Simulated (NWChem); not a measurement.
# ZnS; SMILES [S]=[Zn]

```xyz
2

Zn     0.0000     0.0000    -0.7152
S      0.0000     0.0000     1.3410
```
Atoms are numbered in this order, from 1.

Level: PBE0-D3(BJ)/def2-TZVP (NWChem), optimised geometry, unscaled harmonic frequencies. 

List the harmonic frequencies with IR intensities, and the thermochemistry.


```csv
frequency (cm⁻¹),IR intensity (km/mol)
462,5.3
```

| Item | Result |
|---|---|
| zero-point energy | 0.7 kcal/mol |
| thermal correction to the enthalpy at 298.15 K (with zero-point energy) | 2.9 kcal/mol |
| heat capacity Cv | 6.3 cal/(mol K) |
| entropy at 298.15 K and 1 atm (symmetry number 1) | 56.2 cal/(mol K) |
| dipole moment | 5.51 D |

Rigid rotor and harmonic oscillator.
